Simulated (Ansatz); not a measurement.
`C=CC1=CC1` + `C=C[SiH3]` → `C=CC(=C)[SiH3]` + `C1=CC1`  (formal exchange of groups at a C–C bond)

Program: Ansatz. Geometries: PBE0-D4/def2-TZVP. ΔE: electronic, gas phase. CCSD(T)/CBS is the MP2 limit (def2-TZVPP, def2-QZVPP) plus CCSD(T) − MP2 in def2-TZVPP, frozen cores. This one scheme is used for every species. DFT in def2-TZVPP. Each species was taken in one conformer, which may not be the lowest.

```
          level  ΔE (kcal/mol)
       BHLYP-D4            3.7
 MP2/def2-TZVPP            3.2
CCSD/def2-TZVPP            3.3
   HF/CBS(def2)            5.0
```

(1) What does CCSD(T)/CBS give? (Estimate.)

Largest T1 diagnostic among the species: 0.012.

## Answers

(1) Ansatz gave: +2.9 kcal/mol. The listed levels differ from it by 0.8, 0.3, 0.4, 2.1 kcal/mol.

From BLYP to BHLYP (50 % exact exchange), in def2-TZVPP and without D4, ΔE moves by −1.0 kcal/mol. Leaving LDA and LC-ωPBE aside and taking each functional with its dispersion term where it has one, the values, not all of them listed here, spread over 1.3 kcal/mol, from ωB97M-V to B2PLYP. LDA lies −1.4 kcal/mol from PBE without D4.
